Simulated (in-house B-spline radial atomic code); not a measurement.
**Ionising neutral oxygen with different functionals**

Computed with an all-electron radial atomic-structure program (B-spline basis): scalar-relativistic (spin-free X2C) Hamiltonian, Fermi nucleus of rms radius 2.6991 fm, spin-polarised at highest spin, spherical fractional occupations for the functionals, and exact exchange of hybrids averaged over the configuration. The ionisation energy is the difference of two self-consistent energies, [He] 2s2 2p4 → [He] 2s2 2p3, without Breit or QED terms; ε is the level of the shell that loses the electron (its least bound occupied spin orbital).

```json
{"method": "PBE0", "rung": "global hybrid", "ΔSCF (eV)": "13.54", "-ε(2p) (eV)": "9.13"}
{"method": "B3LYP", "rung": "global hybrid", "ΔSCF (eV)": "13.90", "-ε(2p) (eV)": "8.96"}
{"method": "TPSSh", "rung": "global hybrid", "ΔSCF (eV)": "13.31", "-ε(2p) (eV)": "7.79"}
{"method": "BHandHLYP", "rung": "global hybrid", "ΔSCF (eV)": "13.60", "-ε(2p) (eV)": "11.16"}
{"method": "r2SCAN0", "rung": "global hybrid", "ΔSCF (eV)": "12.98", "-ε(2p) (eV)": "8.83"}
{"method": "B97-1", "rung": "global hybrid", "ΔSCF (eV)": "?", "-ε(2p) (eV)": "?"}
{"method": "HSE06", "rung": "range-separated hybrid", "ΔSCF (eV)": "13.55", "-ε(2p) (eV)": "8.73"}
{"method": "wB97X", "rung": "range-separated hybrid", "ΔSCF (eV)": "?", "-ε(2p) (eV)": "?"}
{"method": "CAM-B3LYP", "rung": "range-separated hybrid", "ΔSCF (eV)": "13.91", "-ε(2p) (eV)": "10.89"}
{"method": "LC-wPBE", "rung": "range-separated hybrid", "ΔSCF (eV)": "13.80", "-ε(2p) (eV)": "12.27"}
```

Problem. What does wB97X give?

Solution. ΔSCF 13.56 eV, and -ε(2p) = 11.84 eV.

Problem. What does B97-1 give?

Solution. ΔSCF 13.66 eV, and -ε(2p) = 8.82 eV.

Problem. Among the functionals, which spreads more, the ΔSCF values or the orbital energies?

Solution. The orbital energies: ΔSCF values span about 0.92 eV and the orbital energies 4.49 eV; here energy differences depend much less on the functional than eigenvalues do.

Problem. How do they compare with the NIST value?

Solution. NIST lists 13.618 eV (measured, ground level to ground level). Errors run from -0.64 to +0.29 eV; BHandHLYP is closest (-0.02 eV), but part of that can be cancellation, since the calculations leave out spin-orbit coupling, Breit-QED terms, multiplet and fine-structure energies.
